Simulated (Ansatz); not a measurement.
The cluster Co3⁻. Charge -1, multiplicity 7. Geometry r2SCAN-D4/def2-TZVPD.

Cartesian coordinates in Å:
```
Co 1.154 -0.532 0.395
Co -0.316 0.025 -1.323
Co -0.838 0.507 0.929
```

HSE06 is defined as in plane-wave codes, on full-range PBE exchange. At r2SCAN-D4/def2-TZVPD, B97M-V/def2-TZVPD, PBE0-D4/def2-TZVPD, HSE06-D4/def2-TZVPD and others the charge -1 septet is spin-contaminated (final ⟨S²⟩ up to 13.05, 12.00 for a pure state). At r2SCAN-D4/def2-TZVPD, B97M-V/def2-TZVPD, PBE0-D4/def2-TZVPD, HSE06-D4/def2-TZVPD the highest occupied level of the charge -1 septet lies above zero (up to 1.00 eV). The electron is either unbound and held by the finite basis, or the level is raised by self-interaction error. At B97M-V/def2-TZVPD an occupied level of the charge -1 septet lies above an empty one of the other spin, so a lower spin may lie lower. The structure comes from a short search, and lower isomers may exist.

(1) Estimate the α-spin orbital energies around the gap (eV) in Ansatz with r2SCAN-D4/def2-TZVPD, B97M-V/def2-TZVPD, PBE0-D4/def2-TZVPD, HSE06-D4/def2-TZVPD, CAM-B3LYP-D4/def2-TZVPD.

Answers

(1) 
```
orbital  r2SCAN-D4/def2-TZVPD  B97M-V/def2-TZVPD  PBE0-D4/def2-TZVPD  HSE06-D4/def2-TZVPD  CAM-B3LYP-D4/def2-TZVPD
 HOMO−9                 -1.38              -1.48               -3.01                -2.62                    -4.22
 HOMO−8                 -1.33              -1.39               -2.76                -2.37                    -3.96
 HOMO−7                 -1.08              -1.19               -2.57                -2.18                    -3.87
 HOMO−6                 -1.02              -1.09               -2.54                -2.14                    -3.85
 HOMO−5                 -0.82              -1.00               -2.35                -1.96                    -3.70
 HOMO−4                 -0.73              -0.89               -2.26                -1.87                    -3.53
 HOMO−3                 -0.66              -0.84               -2.20                -1.80                    -3.50
 HOMO−2                 -0.54              -0.69               -2.11                -1.72                    -3.40
 HOMO−1                 -0.49              -0.62               -1.98                -1.59                    -3.19
   HOMO                  0.35               0.69                0.16                 0.50                    -0.56
   LUMO                  1.26               0.79                1.79                 1.44                     2.53
 LUMO+1                  2.24               1.92                2.64                 2.29                     3.38
 LUMO+2                  2.63               2.46                3.02                 2.70                     3.70
 LUMO+3                  3.37               3.01                3.69                 3.36                     4.38
 LUMO+4                  3.59               3.05                3.81                 3.48                     4.40
 LUMO+5                  4.11               3.55                4.20                 3.87                     4.88
 β HOMO                  0.80               1.00                0.31                 0.65                    -0.52
 β LUMO                  1.67               1.30                2.11                 1.76                     2.76
```
